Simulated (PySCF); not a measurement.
**Quadrupole coupling of methylcyanodiacetylene: levels of theory against gas-phase measurements**

Values to reproduce (atoms as numbered below): 14N at N7: χzz = -4.25 MHz [1].
[1] measured, gas; W. C. Bailey, Calculation of NQCC in Gaseous State Molecules (compilation of microwave values)

Methylcyanodiacetylene, C₆H₃N.
Cartesian coordinates in Å at the GFN2-xTB level; atoms count from 1:
```
atom  x, y, z in Å
C1    -2.0077    0.6234   -1.3437
C2    -0.9168    0.2852   -0.4726
C3     0.0027    0.0006    0.2610
C4     1.0248   -0.3173    1.0786
C5     1.9491   -0.6039    1.8177
C6     2.9770   -0.9228    2.6383
N7     3.8522   -1.1941    3.3362
H8    -1.7939    1.5578   -1.8637
H9    -2.1547   -0.1663   -2.0811
H10   -2.9238    0.7421   -0.7643
```

Question: What do the calculations give?

Answer: PySCF, non-relativistic, all at one geometry, with Q(14N) = 0.02044 b:

```json
{"level": "B3LYP/pcJ-1", "functions": "219", "14N N7 (MHz)": "-4.671", "computed/reference − 1 (%)": "+9.9"}
{"level": "PBE0/pcSseg-1", "functions": "134", "14N N7 (MHz)": "-4.655", "computed/reference − 1 (%)": "+9.5"}
```

Closest here is PBE0/pcSseg-1 (9.5 % unsigned error), furthest B3LYP/pcJ-1 (9.9 %); one molecule doesn't rank methods. Computed values are for fixed nuclei, while measured ones can include vibrational averaging. GFN2-xTB bond lengths can be off by several hundredths of an ångström, more for odd bonds, and the gradients follow them.
